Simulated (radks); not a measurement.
Results of a calculation; reference values are marked as such.
How relativity changes the ionisation of neutral xenon ([Xe]) to Xe+ ([Kr] 4d10 5s2 5p5). Spin-unpolarised spherical Kohn-Sham, PBE, point nucleus unless stated (finite: rms radius 4.7859 fm), a radial shooting solver on a logarithmic mesh with Libxc functionals. A level marked "c x" has the speed of light scaled by that factor and shares open shells by 2j + 1; other Dirac levels either fill j = l - 1/2 first or share by 2j + 1.

level                               E(Xe) (hartree)  E(Xe+) (hartree)  IE (eV)   HOMO  <r> HOMO (bohr)
non-rel.                                -7234.23321       -7233.77138   12.567     5p            2.331
scalar-rel.                             -7447.30127       -7446.84053   12.537     5p            2.313
scalar-rel., finite nucleus             -7447.03737       -7446.57663   12.537     5p            2.313
Dirac, 2j+1 shares                      -7450.27001       -7449.80808   12.570  5p3/2            2.353
Dirac, low j first                      -7450.27001       -7449.82498   12.110  5p3/2            2.353
Dirac, 2j+1 shares, finite nucleus      -7450.00514       -7449.54320   12.570  5p3/2            2.353
Dirac, c x 0.75                         -7645.42725       -7644.96369   12.614  5p3/2            2.375
Dirac, c x 2                            -7285.14097       -7284.67927   12.564  5p3/2            2.336
Dirac, c x 3                            -7256.62606       -7256.16429   12.565  5p3/2            2.333

NIST Atomic Spectra Database: 12.130 eV (measured). The relativistic part of the total energy of Xe is -215.8 hartree (Dirac, 2j+1 shares, finite nucleus), 3 % of the non-relativistic value. Spin polarisation and multiplet splitting of open shells are left out at every level.

Beside tabulated values, note that relativity, absent from the non-relativistic runs, is large for the heavy elements, and spin-unpolarised runs miss the spin-polarisation part of the exchange energy of open shells.
